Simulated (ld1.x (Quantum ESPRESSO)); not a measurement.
# u(r) = r·R(r): atom against pseudo-atom (Ni)

Columns: radius, all-electron u(r) and pseudo u(r) of the 4p shell (level -11.42 eV) of nickel in the configuration [Ne] 3s2 3p6 3d8 4s0.5 4p0; LDA (PZ), scalar-relativistic, PAW scheme, ld1.x (Quantum ESPRESSO) 7.5.

| r (bohr) | all-electron | pseudo |
| --- | --- | --- |
| 0.118 | 0.1566 | -0.0461 |
| 0.235 | 0.0488 | -0.1588 |
| 0.353 | -0.1345 | -0.2817 |
| 0.470 | -0.2435 | -0.3542 |
| 0.588 | -0.2637 | -0.3483 |
| 0.705 | -0.2202 | -0.2736 |
| 0.822 | -0.1406 | -0.1637 |
| 0.940 | -0.0438 | -0.0488 |
| 1.058 | 0.0570 | 0.0569 |
| 1.175 | 0.1538 | 0.1538 |
| 1.292 | 0.2434 | 0.2434 |
| 1.410 | 0.3244 | 0.3244 |
| 1.528 | 0.3952 | 0.3952 |
| 1.645 | 0.4551 | 0.4551 |
| 1.763 | 0.5056 | 0.5056 |
| 1.880 | 0.5462 | 0.5462 |
| 1.998 | 0.5783 | 0.5783 |
| 2.115 | 0.6021 | 0.6021 |
| 2.232 | 0.6186 | 0.6186 |
| 2.350 | 0.6288 | 0.6288 |
| 2.468 | 0.6330 | 0.6330 |
| 2.585 | 0.6322 | 0.6322 |
| 2.702 | 0.6271 | 0.6271 |
| 2.820 | 0.6180 | 0.6180 |
| 2.938 | 0.6058 | 0.6058 |
| 3.055 | 0.5911 | 0.5911 |

Q: How many radial nodes do the two functions have?

A: The all-electron 4p function has n − l − 1 = 2; the pseudo-wave has 1, since 1 lower shell of the same l stays in the valence.

Q: At about which radius was the pseudo-wave matched?

A: 1.15 bohr, where the columns begin to agree (steps of 0.12 bohr).

Q: Is the pseudo-wave norm-conserving?

A: No, it belongs to a PAW set: the norm inside the radius is not constrained, and the difference is carried by the augmentation charge.
